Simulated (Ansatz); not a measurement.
Start from `[OH][SbH2]` and change one atom or group to get `[NH2][SbH][OH]`.

Ansatz, PBE0-D4/def2-TZVP geometries, multiplicity 1. Each molecule was computed in one conformer, which needn't be the lowest.

Elements past krypton have def2 core potentials.

```csv
property,`[OH][SbH2]`
size of the dipole moment (PBE/def2-TZVPP) / D,1.78
"ideal-gas entropy at 298 K and 1 bar (rigid rotor, harmonic PBE0-D4/def2-TZVP) / J/(mol·K)",277
size of the dipole moment (ωB97M-V/def2-TZVPP) / D,1.94
HOMO energy (B3LYP/def2-TZVPP) / eV,-7.23
HOMO–LUMO gap (PBE/def2-TZVPP) / eV,4.35
LUMO energy (ωB97M-V/def2-TZVPP) / eV,0.56
```

Problem. What does the change do to each property? (An estimate is asked.)

Solution. Computed: 
```tsv
property	`[NH2][SbH][OH]`	shift
size of the dipole moment (PBE/def2-TZVPP) / D	2.08	0.30
ideal-gas entropy at 298 K and 1 bar (rigid rotor, harmonic PBE0-D4/def2-TZVP) / J/(mol·K)	314	37
size of the dipole moment (ωB97M-V/def2-TZVPP) / D	2.24	0.30
HOMO energy (B3LYP/def2-TZVPP) / eV	-6.95	0.28
HOMO–LUMO gap (PBE/def2-TZVPP) / eV	4.56	0.21
LUMO energy (ωB97M-V/def2-TZVPP) / eV	1.06	0.50
```

With PBE0 the HOMO rises by 0.25 eV and the LUMO rises by 0.54 eV, so the gap widens by about 0.29 eV. PBE moves the HOMO by 0.38 eV and ωB97M-V by 0.19 eV. The zero-point energy changes by 49.6 kJ/mol with +6 modes. Dipoles are sizes alone; their direction can turn.

B3LYP here is the variant with VWN-RPA as its local correlation; programs differ in this.

Spin–orbit coupling is left out; it splits and shifts lone-pair levels of the heavy atoms by tenths of an eV.
